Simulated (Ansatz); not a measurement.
Isolated molecules relaxed with PBE0-D4/def2-TZVP in Ansatz; ΔE leaves out vibrations. CCSD(T)/CBS is the MP2 limit (def2-TZVPP, def2-QZVPP) plus CCSD(T) − MP2 in def2-TZVPP, frozen cores. This one scheme is used for every species. Functionals use def2-TZVPP. HSE06 is defined as in plane-wave codes. One conformer a species, not always the lowest.

`[SiH3]BCl` + `CSS` → `CSS[SiH3]` + `BCl`  (cleavage of the Si–B bond)

`[SiH3]BCl`:

Z-matrix (Å, degrees):
```
Si
B 1 2.016
H 1 1.486 2 113.0
H 1 1.490 2 108.8 3 121.4
H 1 1.490 2 109.0 3 -121.5
Cl 2 1.739 1 121.6 3 -0.7
H 2 1.194 1 122.6 3 179.4
```

`CSS`:

Cartesian coordinates in Å:
```
C 0.570 -0.675 0.401
S 0.292 0.153 -1.176
S -0.770 1.807 -0.644
H -0.368 -1.034 0.826
H 1.075 -0.012 1.102
H 1.215 -1.530 0.183
H -2.015 1.291 -0.691
```

`CSS[SiH3]`:

```xyz
10

C    -1.098   -0.388    1.536
S     0.658    0.001    1.452
S     0.692    1.530    0.071
Si    0.975    0.280   -1.643
H    -1.669    0.474    1.876
H    -1.191   -1.196    2.265
H    -1.468   -0.732    0.570
H    -0.134   -0.702   -1.742
H     2.269   -0.438   -1.552
H     0.965    1.171   -2.834
```

`BCl`:

Z-matrix (Å, degrees):
```
B
Cl 1 1.733
H 1 1.190 2 118.1
H 1 1.190 2 118.1 3 180.0
```

Q: Is it downhill or uphill in electronic energy at CCSD(T)/CBS, and by how much? (Estimate.)

A: Computed: Downhill: ΔE = -18.6 kcal/mol.

Q: What do these levels give: r2SCANh-D4, r2SCAN0-D4, BHLYP-D4, HSE06, CCSD/def2-SVP, MP2/def2-QZVPP? (Estimate.)

A: Ansatz gave: r2SCANh-D4 -17.9, r2SCAN0-D4 -18.3, BHLYP-D4 -19.2, HSE06 -16.4, CCSD/def2-SVP -16.9, MP2/def2-QZVPP -21.1 kcal/mol.

Largest T1 diagnostic among the species: 0.014.

Leaving LDA and LC-ωPBE aside and taking each functional with its dispersion term where it has one, the values, not all of them listed here, spread over 2.9 kcal/mol, from BHLYP-D4 to PBE-D4. From BLYP to BHLYP (50 % exact exchange), in def2-TZVPP and without D4, ΔE moves by −2.2 kcal/mol.
